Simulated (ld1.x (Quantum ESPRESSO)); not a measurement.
# Configuration tests for cadmium (Cd) (TM)

ld1.x (Quantum ESPRESSO) 7.5 input, shortened:

```
&input
   title='Cd', zed=48., rel=1, dft='PZ', iswitch=3,
   config='[Kr] 4d10 5s1 5p1'
 /
 &inputp
   pseudotype=2, tm=.true., lloc=0,
   nlcc=.false.
 /
3
4P  2  1   6.00   0.00  1.78  1.78  0.0
4D  3  2  10.00   0.00  1.98  1.98  0.0
5S  1  0   1.00   0.00  2.18  2.18  0.0
 &test
   configts(1)='4p6 4d10 5s1 5p1'
 /
```

Occupied shells without a wave of their own: 5p. They enter only through the test configuration that unscreens the potential.

Energies are relative to the spin-unpolarised reference configuration 4p6 4d10 5s1 5p1; without spin polarisation the order of configurations can differ from experiment. Spin-polarised rows fill each open shell by Hund’s rule, majority spin first.

(1) Give the all-electron excitation energy and the error of the potential for: 4p6 4d10 5s2 5p0; 4p6 4d10 5s1 5p0; 4p6 4d10 5s0 5p0; 4p6 4d10 5s1.5 5p0; 4p6 4d9 5s2 5p0; 4p6 4d10 5s0 5p2; 4p6 4d9 5s2 5p1; 4p6 4d10 5s1 5p1 (spin-polarised); 4p6 4d10 5s1 5p0 (spin-polarised).

Levels in the configuration 4p6 4d10 5s1.5 5p0:

```csv
level,all-electron (eV),pseudo (eV)
4p,-71.277,-70.425
4d,-16.156,-15.302
5s,-9.590,-8.967
```

The potential misses its own reference levels by up to 0.6 eV.

Results:

(1)

| valence configuration | charge | ΔE all-electron (eV) | error AE − PS (meV) |
| --- | --- | --- | --- |
| 4p6 4d10 5s2 5p0 | 0 | -4.790 | +464 |
| 4p6 4d10 5s1 5p0 | +1 | 4.838 | +1084 |
| 4p6 4d10 5s0 5p0 | +2 | 22.358 | +1790 |
| 4p6 4d10 5s1.5 5p0 | +0.5 | -0.914 | +760 |
| 4p6 4d9 5s2 5p0 | +1 | 13.356 | +1212 |
| 4p6 4d10 5s0 5p2 | 0 | 5.124 | -825 |
| 4p6 4d9 5s2 5p1 | 0 | 7.804 | -141 |
| 4p6 4d10 5s1 5p1 (spin-polarised) | 0 | -0.509 | -47 |
| 4p6 4d10 5s1 5p0 (spin-polarised) | +1 | 4.649 | +1083 |

These tests converged, but a pseudo level misses the all-electron one widely, so the file describes the atom poorly there or has found another state: 4p6 4d10 5s0 5p0: empty 5p by 2.3 eV. The 5p level has no wave, so the channel is fitted at the deeper level alone: the likely source of the large errors.
